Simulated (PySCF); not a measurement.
Computed shifts of a molecule C₄H₆BF, PBE0/pcSseg-1 (PySCF), GIAO, gas phase, equivalent atoms averaged, in ppm (number of nuclei): ¹³C: 112.2 (1), 92.1 (1), 20.7 (1), 13.5 (1). ¹⁹F: -21.0 (1). ¹H: 3.73 (1), 1.67 (3), 1.48 (2). References: ¹³C against TMS (σ = 186.3 ppm); ¹¹B against BF3 (σ = 88.8 ppm); ¹⁹F against CFCl3 (σ = 167.2 ppm); ¹H against TMS (σ = 31.56 ppm), references at their B3LYP-D3(BJ)/def2-TZVP geometries, non-relativistic. The structure is a stationary point at PBE-D3(BJ)/def2-SVP. One conformer was computed; it need not be the lowest.

Question: Pick the molecule that these values belong to.
(A) CC#CB(C)F
(B) C#CB(F)CC
(C) C=C1CB(F)C1
(D) CC1=CCB1F

Answer: B, C#CB(F)CC
